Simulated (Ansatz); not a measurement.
Reaction (formal exchange of groups at a Ge–Te bond): `[CH3][GeH]([OH])[TeH]` + BH₃ → `[BH2][GeH]([CH3])[OH]` + H₂Te

Gas-phase electronic energies from Ansatz, PBE0-D4/def2-TZVP geometries. CCSD(T)/CBS is the MP2 limit (def2-TZVPP, def2-QZVPP) plus CCSD(T) − MP2 in def2-TZVPP, frozen cores. This one scheme is used for every species. Functionals use def2-TZVPP. B3LYP here is the variant with VWN-RPA as its local correlation; programs differ in this. Elements past krypton have def2 core potentials. For Ge, Te outer-core shells are correlated without core-valence functions, which leaves a few kJ/mol of doubt a bond. Scalar relativity is left out up to krypton. One conformer a species, not always the lowest.

```tsv
level	ΔE (kJ/mol)	difference from CCSD(T)/CBS
B3LYP-D4	90.7	0.9
ωB97X-V	85.6	-4.2
ωB97M-V	88.0	-1.8
PBE	81.2	-8.6
r2SCAN	87.7	-2.1
PBE0	84.7	-5.1
HF/def2-TZVPP	92.3	2.5
SCS-MP2/def2-TZVPP	93.8	4.0
CCSD(T)/def2-TZVPP	84.3	-5.5
MP2/CBS(def2)	104.0	14.2
CCSD(T)/CBS	89.8	0
```

Largest T1 diagnostic among the species: 0.011.

The D4 term adds +6.1 kJ/mol with B3LYP and +3.4 kJ/mol with PBE0; it sums over pairs of atoms, weighted by their polarisabilities, and B3LYP, whose exchange is more repulsive, gets the larger term. From PBE to PBE0 (25 % exact exchange), in def2-TZVPP and without D4, ΔE moves by +3.6 kJ/mol.
